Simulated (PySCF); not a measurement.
# Partial charges of `CC[SiH2]/C(F)=C\[SiH2]O[SiH3]`

Species: C4H13FOSi3.
Cartesian coordinates in Å at the GFN2-xTB level; atoms count from 1:
```xyz
22
C4H13FOSi3 angstrom
C     -2.965   -0.663   -0.107
C     -1.729   -0.390   -0.961
Si    -0.892    1.276   -0.569
C     -0.415    1.312    1.268
F     -1.473    1.680    2.058
C      0.734    1.046    1.876
Si     2.337    0.540    1.047
O      2.007   -0.632   -0.026
Si     2.387   -1.783   -1.102
H     -3.411   -1.623   -0.366
H     -2.708   -0.685    0.950
H     -3.716    0.111   -0.255
H     -1.007   -1.196   -0.816
H     -2.013   -0.412   -2.015
H      0.307    1.482   -1.383
H     -1.848    2.378   -0.750
H      0.758    1.153    2.955
H      2.952    1.647    0.311
H      3.253   -0.020    2.043
H      1.100   -2.348   -1.499
H      3.246   -2.766   -0.443
H      3.084   -1.147   -2.219
```

Density: PBE0/pcSseg-1 (PySCF); schemes: Mulliken, IAO, Hirshfeld and ESP-fitted. Isolated species at its GFN2-xTB geometry (one conformer only). GFN2-xTB frequencies show an imaginary mode (59i cm⁻¹), so this geometry is no minimum at that level.

Problem. What partial charge does each atom carry?

Solution. In e:

| atom | environment | Mulliken | IAO | Hirshfeld | ESP-fitted |
| --- | --- | --- | --- | --- | --- |
| C1 | methyl carbon | -0.290 | -0.411 | -0.117 | -0.285 |
| C2 | sp3 carbon bound to silicon | -0.587 | -0.524 | -0.151 | +0.024 |
| Si3 | SiH2 silicon | +0.663 | +0.737 | +0.338 | +0.237 |
| C4 | vinylic C–F carbon | +0.004 | +0.052 | +0.008 | +0.203 |
| F5 | vinyl fluorine | -0.294 | -0.283 | -0.093 | -0.200 |
| C6 | alkene CH carbon | -0.463 | -0.505 | -0.176 | -0.504 |
| Si7 | oxygen-bound silicon | +0.904 | +1.016 | +0.404 | +0.608 |
| O8 | siloxane oxygen | -0.739 | -0.891 | -0.297 | -0.401 |
| Si9 | oxygen-bound silicon | +0.741 | +0.888 | +0.396 | +0.589 |
| H10 | methyl hydrogen | +0.119 | +0.143 | +0.042 | +0.074 |
| H11 | methyl hydrogen | +0.126 | +0.143 | +0.036 | +0.084 |
| H12 | methyl hydrogen | +0.120 | +0.139 | +0.040 | +0.077 |
| H13 | methylene hydrogen | +0.166 | +0.149 | +0.036 | +0.028 |
| H14 | methylene hydrogen | +0.142 | +0.146 | +0.040 | +0.025 |
| H15 | Si–H hydrogen | -0.079 | -0.117 | -0.071 | -0.076 |
| H16 | Si–H hydrogen | -0.065 | -0.114 | -0.076 | -0.064 |
| H17 | vinylic hydrogen | +0.139 | +0.171 | +0.046 | +0.213 |
| H18 | Si–H hydrogen | -0.110 | -0.153 | -0.084 | -0.123 |
| H19 | Si–H hydrogen | -0.126 | -0.147 | -0.082 | -0.124 |
| H20 | Si–H hydrogen | -0.135 | -0.144 | -0.077 | -0.137 |
| H21 | Si–H hydrogen | -0.117 | -0.147 | -0.080 | -0.120 |
| H22 | Si–H hydrogen | -0.119 | -0.149 | -0.080 | -0.130 |

Mean size of the charges over all atoms: IAO 0.326 e, Mulliken 0.284 e, ESP-fitted 0.197 e, Hirshfeld 0.126 e. Each set sums to the total charge, 0, to within 0.001 e. The Mulliken scheme counts on each atom the diagonal of the density matrix times the overlap matrix over that atom's basis functions. The ESP scheme fits charges at the nuclei, held to the total charge, to the electrostatic potential on points at 1.4 to 2.0 times the van der Waals radii.

Lowest charge. The schemes don't all agree: Mulliken O8 (-0.739); IAO O8 (-0.891); Hirshfeld O8 (-0.297); ESP-fitted C6 (-0.504).

Highest charge. All schemes agree: Mulliken Si7 (+0.904); IAO Si7 (+1.016); Hirshfeld Si7 (+0.404); ESP-fitted Si7 (+0.608).

Problem. How closely do the schemes follow one another over all atoms?

Solution. Correlation coefficient and root-mean-square difference: Mulliken with IAO 0.99, 0.066 e; IAO with Hirshfeld 0.99, 0.270 e; Mulliken with Hirshfeld 0.98, 0.221 e; IAO with ESP-fitted 0.91, 0.228 e; Hirshfeld with ESP-fitted 0.91, 0.128 e; Mulliken with ESP-fitted 0.88, 0.199 e.

Problem. Sum the charges by element, for elements with more than one atom.

Solution. 
```json
{"element": "C", "atoms": "4", "Mulliken": "-1.336", "IAO": "-1.388", "Hirshfeld": "-0.436", "ESP-fitted": "-0.561"}
{"element": "Si", "atoms": "3", "Mulliken": "+2.308", "IAO": "+2.642", "Hirshfeld": "+1.137", "ESP-fitted": "+1.434"}
{"element": "H", "atoms": "13", "Mulliken": "+0.061", "IAO": "-0.080", "Hirshfeld": "-0.310", "ESP-fitted": "-0.273"}
```

The run behind these numbers computed NMR shieldings as well. Hardware: one thread, Arm Neoverse V2 (aarch64), shared host. Cost: 53 s of wall time, 1.1 GiB resident at most.
